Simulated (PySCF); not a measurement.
Simulation results for BH₃NOSi

Computed with PySCF 2.14.0. Calculation on a computer-drawn molecule: optimised geometry and harmonic frequencies of an isolated molecule of the commonest isotopes, restricted reference for singlets and unrestricted otherwise, frozen core in MP2.

## BH₃NOSi

Start structure:
```xyz
7
BH3NOSi
O      1.5250     1.6282    -0.4543
B      1.4246     1.3380    -1.7260
N      0.0437     0.9669    -2.2977
Si    -1.4568     0.8508    -1.8498
H      2.3064     1.3285    -2.6259
H     -2.5463     1.8264    -1.8308
H     -2.1938    -0.4029    -1.4008
```

```
charge               : -1
multiplicity         : 1
method               : HF
basis                : aug-cc-pV(D+d)Z
rotational constants : ?
total energy         : ?
```

Drawn bonds:
```
atom  other atom  order
   1           2      1
   2           3      1
   3           4      2
   2           5      1
   4           6      1
   4           7      1
```

## Withheld values
1. What rotational constants does the calculation give for BH₃NOSi?
2. What total energy does the calculation give for BH₃NOSi?

## Answers
1. 29.08, 2.886, 2.745 GHz
2. -444.7208 hartree

Further results for BH₃NOSi:

```
convergence status largest gradient component : 1.901e-05 hartree/bohr
```

Optimised structure:
```xyz
7
BH3NOSi
O      1.7986     2.0093    -0.6170
B      1.3611     1.3724    -1.6322
N      0.0951     0.5440    -1.6815
Si    -1.4497     0.7234    -1.7847
H      1.9301     1.3242    -2.7476
H     -2.2311     1.9777    -1.9618
H     -2.4012    -0.4150    -1.7605
```

Modes:
```
frequency (cm⁻¹)  reduced mass (dalton)
           55.33                  5.087
           188.5                  2.518
             285                   1.26
           551.8                  5.261
           646.8                  1.218
           730.1                  1.468
             791                  3.623
           948.6                  1.804
            1074                  1.066
            1162                  1.152
            1364                  13.63
            1589                   9.29
            2243                  1.052
            2252                  1.076
            2283                  1.034
```
